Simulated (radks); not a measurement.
Results of a calculation; reference values are marked as such.
Q: All-electron atom: Sb in [Kr] 4d10 5s2 5p3. Level of theory: non-relativistic Kohn-Sham, LDA (Slater exchange, Perdew-Wang correlation), spin-polarised, spherical densities, point nucleus; open shells are filled with parallel spins first (spin-orbit coupling, left out, can overturn this in heavy ions); relativity is left out, which matters for an element this heavy (a radial shooting solver on a logarithmic mesh with Libxc functionals). Some entries of the table are withheld. Estimate them.

orbital,occ.,eigenvalue (hartree),<r^2> (bohr^2)
1s up,1,-1070.815,0.001191
1s down,1,-1070.813,0.001191
2s up,1,-159.1630,0.01947
2s down,1,-159.1618,0.01947
2p up,3,-149.2059,0.01464
2p down,3,-149.2040,0.01464
3s up,1,-31.09009,0.1355
3s down,1,-31.08787,0.1355
3p up,3,-26.94812,0.1301
3p down,3,-26.94571,0.1301
3d up,5,-19.23172,0.1107
3d down,5,-19.22951,0.1107
4s up,1,-5.04324,0.7634
4s down,1,-5.03826,0.7626
4p up,3,-3.64056,0.8565
4p down,3,-3.63487,0.8544
4d up,5,(1),1.245
4d down,5,(2),1.226
5s up,1,-0.46486,(3)
5s down,1,-0.40637,(4)
5p up,3,-0.20501,9.623
5p down,0,-0.14764,10.57

A: 
(1) 4d up eigenvalue (hartree): -1.29376
(2) 4d down eigenvalue (hartree): -1.28323
(3) 5s up <r^2> (bohr^2): 6.068
(4) 5s down <r^2> (bohr^2): 6.088
